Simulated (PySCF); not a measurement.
## Bond curve of InSi⁺

Set-up: PySCF, spin-free X2C with a Gaussian nucleus, basis sets In x2c-SVPall, Si x2c-SVPall. Energies in eV from In⁺ + Si in their ground configurations at the same level. All curves are PBE0. state 1: ³Π (triplet), unpaired electrons σ ↑, π ↑; state 2: Ms = 0 determinant of mixed spin (⟨S²⟩ near 1.0), unpaired electrons σ ↓, π ↑, a second solution, started from another occupation; state 3: triplet, unpaired electrons π ↑↑, a second solution, started from another occupation; state 4: Ms = 0 determinant of mixed spin (⟨S²⟩ near 1.0), unpaired electrons π ↑↓, a second solution, started from another occupation.

```tsv
R (Å)	state 1	state 2	state 3	state 4
2.665	-0.5667	-0.3852	-0.4249	-0.1715
2.789	-0.6829	-0.4871	-0.4070	-0.1523
2.913	-0.7419	-0.5335	-0.3639	-0.1073
3.006	-0.7612	-0.5447	-0.3245	-0.0664
3.099	-0.7657	-0.5426	-0.2837	-0.0238
3.192	-0.7595	-0.5313	-0.2438	0.0178
3.316	-0.7397	-0.5066	-0.1945	0.0694
3.471	-0.7029	-0.4662	-0.1411	0.1256
3.657	-0.6487	-0.4101	-0.0896	0.1801
3.905	-0.5689	-0.3295	-0.0397	0.2334
```

Problem. Put a parabola through the three lowest points of the state 1 curve and estimate Re, k and ωe (reduced mass 22.5 u; 1 eV/Å² = 0.16022 mdyn/Å; ωe = 1302.8·√(k/μ) cm⁻¹).

Solution. Through R = 3.006, 3.099, 3.192 Å the second-order coefficient is 0.619 eV/Å², so Re ≈ 3.092 Å, k ≈ 0.198 mdyn/Å and ωe ≈ 122 cm⁻¹. A polynomial fit of higher order to the unrounded PBE0 energies gives Re = 3.086 Å, k = 0.205 mdyn/Å, ωe = 124 cm⁻¹; anharmonicity and rounding make the difference.

The higher-order fit for each curve: state 1: Re = 3.086 Å, ωe = 124 cm⁻¹, De = 0.77 eV; state 2: Re = 3.034 Å, ωe = 129 cm⁻¹, minimum 0.55 eV below the ground-state fragments. State 3 gave no clean fit. State 4 gave no clean fit.

Spin–orbit coupling is left out, which matters for elements this heavy, above all for dissociation energies. For an ion De counts to the pair picked by the measured ionisation energies or electron affinities, which need not be the lowest pair at this level. The state is the lowest determinant that a PBE0 search found; another state may lie lower at other levels.
